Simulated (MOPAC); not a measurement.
Job for MOPAC: PM6 on stibine (SMILES [SbH3]), a point of a bond scan (R = 1.885 Å).

```
PM6 1SCF PRECISE CHARGE=0 THREADS=1
H3Sb

Sb     0.00013491 1    -0.00052872 1     0.05360827 1
H     -0.99411869 1    -1.19170522 1    -1.01719143 1
H     -0.49764804 1     1.33580031 1    -0.89700800 1
H      1.39449968 1    -0.22541911 1    -0.91716752 1
```

Program output:

```
*******************************************************************************
 **                                                                           **
 **                              MOPAC v23.2.5                                **
 **                                                                           **
 *******************************************************************************
 ** MOPAC's Digital Object Identifier: https://doi.org/10.5281/zenodo.6511958 **
 **                                                                           **
 ** Please cite the open-source release paper for use of this MOPAC version:  **
 ** J. E. Moussa and J. J. P. Stewart (2026)                                  **
 ** MOPAC: An open-source semiempirical molecular orbital program             **
 ** J. Open Source Softw., 11(119), 8025, https://doi.org/10.21105/joss.08025 **
 *******************************************************************************

                              PM6 CALCULATION RESULTS

 *******************************************************************************
 *  PM6        - The PM6 Hamiltonian to be used
 *
 *
 *
 *                 CHARGE ON SYSTEM = 0
 *
 *
 *
 *  PRECISE    - TIGHTER CRITERIA TO BE USED
 *  1SCF       - DO 1 SCF AND THEN STOP
 *  THREADS=1  - MULTI-THREADING NOT USED
 *  T=         - A TIME OF 172800.0 SECONDS REQUESTED
 *  DUMP=N     - RESTART FILE WRITTEN EVERY 7200.0 SECONDS REQUESTED
 *******************************************************************************
PM6 1SCF PRECISE CHARGE=0 THREADS=1
 H3Sb

   ATOM   CHEMICAL          X               Y               Z
  NUMBER   SYMBOL      (ANGSTROMS)     (ANGSTROMS)     (ANGSTROMS)

     1      Sb          0.00013491  *  -0.00052872  *   0.05360827  *
     2       H         -0.99411869  *  -1.19170522  *  -1.01719143  *
     3       H         -0.49764804  *   1.33580031  *  -0.89700800  *
     4       H          1.39449968  *  -0.22541911  *  -0.91716752  *



          CARTESIAN COORDINATES

    NO.       ATOM           X           Y           Z

     1        Sb          0.0001     -0.0005      0.0536
     2         H         -0.9941     -1.1917     -1.0172
     3         H         -0.4976      1.3358     -0.8970
     4         H          1.3945     -0.2254     -0.9172

 General Reference for PM6:
 "Optimization of Parameters for Semiempirical Methods V: Modification of NDDO Approximations
 and Application to 70 Elements", J. J. P. Stewart, J. Mol. Mod., 13, 1173-1213 (2007)
 URL: https://link.springer.com/article/10.1007/s00894-007-0233-4

           Empirical Formula: H3 Sb  =     4 atoms



      MOLECULAR POINT GROUP   :   Cs


      RHF CALCULATION, NO. OF DOUBLY OCCUPIED LEVELS = 4


 -------------------------------------------------------------------------------
 PM6 1SCF PRECISE CHARGE=0 THREADS=1
 H3Sb



     1SCF WAS SPECIFIED, SO BFGS WAS NOT USED
     SCF FIELD WAS ACHIEVED


                              PM6 CALCULATION
                                                       MOPAC v23.2.5 Linux




          FINAL HEAT OF FORMATION =         31.56251 KCAL/MOL =     132.05756 KJ/MOL


          COSMO AREA              =         84.50 SQUARE ANGSTROMS
          COSMO VOLUME            =         71.37 CUBIC ANGSTROMS

          IONIZATION POTENTIAL    =          9.330352 EV
          HOMO LUMO ENERGIES (EV) =         -9.330  3.081
          NO. OF FILLED LEVELS    =          4
          MOLECULAR WEIGHT        =        124.7737         POINT GROUP:  Cs

          MOLECULAR DIMENSIONS (Angstroms)

            Atom       Atom       Distance
            H     3    H     2     2.57861
            H     4    H     2     2.15786
           Sb     1    H     2     0.99425


          SCF CALCULATIONS        =          1





   ATOM   CHEMICAL          X               Y               Z
  NUMBER   SYMBOL      (ANGSTROMS)     (ANGSTROMS)     (ANGSTROMS)

     1      Sb          0.00013491  *  -0.00052872  *   0.05360827  *
     2       H         -0.99411869  *  -1.19170522  *  -1.01719143  *
     3       H         -0.49764804  *   1.33580031  *  -0.89700800  *
     4       H          1.39449968  *  -0.22541911  *  -0.91716752  *

                             CARTESIAN COORDINATES

   1   Sb        0.000134910    -0.000528720     0.053608270
   2    H       -0.994118690    -1.191705220    -1.017191430
   3    H       -0.497648040     1.335800310    -0.897008000
   4    H        1.394499680    -0.225419110    -0.917167520


           Empirical Formula: H3 Sb  =     4 atoms



      MOLECULAR POINT GROUP   :   Cs


                  EIGENVALUES
 -16.14796 -12.04265 -11.47719  -9.33035   3.08064   3.44876   4.51204 108.08135
 108.09761 108.32806 108.36072 108.40243


              NET ATOMIC CHARGES AND DIPOLE CONTRIBUTIONS

  ATOM NO.   TYPE          CHARGE      No. of ELECS.   s-Pop       p-Pop       d-Pop
    1         Sb           0.494761        4.5052     1.58718     2.91111     0.00696
    2          H          -0.155578        1.1556     1.15558
    3          H          -0.169591        1.1696     1.16959
    4          H          -0.169591        1.1696     1.16959
 DIPOLE           X         Y         Z       TOTAL
 POINT-CHG.     0.013    -0.015     2.365     2.365
 HYBRID         0.115     0.179    -3.063     3.070
 SUM            0.127     0.163    -0.698     0.728


          ATOMIC ORBITAL ELECTRON POPULATIONS

     Atom    s        px        py        pz      x^2-y^2     xz        z^2       yz        xy
    1 Sb   1.58718   0.80972   0.81200   1.28939   0.00069   0.00258   0.00072   0.00248   0.00048
    2  H   1.15558
    3  H   1.16959
    4  H   1.16959

 **********************
 *                    *
 * JOB ENDED NORMALLY *
 *                    *
 **********************




 == MOPAC DONE ==
```

The run finished.

Cost: very roughly 0.03 core-seconds.
